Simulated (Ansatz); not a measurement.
`B1OC[Te]1`. The species carries charge 0 and has multiplicity 1. Te takes the def2 core potential.

```xyz
7

B    -1.135    0.521   -0.001
O    -0.318   -0.129   -0.870
C     0.839   -0.417   -0.099
Te    0.129    0.498    1.755
H    -2.217    0.933   -0.270
H     1.714    0.085   -0.507
H     0.989   -1.491   -0.008
```

Problem. List the harmonic frequencies (cm⁻¹, unscaled) at PBE0-D4/def2-TZVP in Ansatz. (Estimate.)

Solution. Ansatz gave: 293, 384, 536, 681, 767, 796, 944, 1087, 1147, 1186, 1316, 1484, 2690, 3105, 3185.

Problem. Is this a minimum?

Solution. Yes, all 15 modes are real.

Problem. Give the ideal-gas thermochemistry at 298.15 K and 1 bar (rigid rotor, harmonic oscillator; point group Cs, symmetry number 1).

Solution. Zero-point energy 117.2 kJ/mol; H(298) − E = 130.7 kJ/mol; entropy 297.3 J/(mol·K), of which translation 172.9, rotation 107.1, vibration 17.3; G(298) − E = 42.1 kJ/mol.

Problem. And at 400, 500, 600, 800 and 1000 K?

Solution. 
```csv
T (K),H − E (kJ/mol),S (J/mol/K),G − E (kJ/mol)
400,138.3,319.0,10.7
500,147.1,338.6,-22.2
600,157.0,356.5,-57.0
800,179.0,388.1,-131.5
1000,203.3,415.2,-211.9
```
